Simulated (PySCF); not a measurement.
## SbTe: from constants to spectrum

r²SCAN constants of SbTe, ²Π (doublet), unpaired electrons π ↑ (PySCF, scalar-relativistic core potentials, basis sets Sb def2-SVP with ECP28, Te def2-SVP with ECP28; masses 120.9038 and 129.9062 u):

| Quantity | Value |
| --- | --- |
| ωe | 254.3 cm⁻¹ |
| ωexe | 0.875 cm⁻¹ |
| Be | 0.041204 cm⁻¹ |
| αe | 0.000126 cm⁻¹ |
| De to Sb + Te | 2.63 eV |

Problem. What force constant and bond length do these constants imply?

Solution. Reduced mass μred = 62.622 u; k = 5.8918×10⁻⁷·μred·ωe² (u, cm⁻¹, mdyn/Å) = 2.39 mdyn/Å; Re = √(16.8576/(μred·Be)) (u, cm⁻¹, Å) = 2.556 Å.

Problem. Estimate the centrifugal constant D from the Kratzer relation and find the Dunham coefficient a1.

Solution. D = 4Be³/ωe² = 4.33e-09 cm⁻¹; a1 = −1 − αeωe/(6Be²) = -4.15.

These are scalar-relativistic numbers at best; spin–orbit coupling would shift them, the dissociation energy most. The state is the lowest determinant that a PBE0 search found; another state may lie lower at other levels.
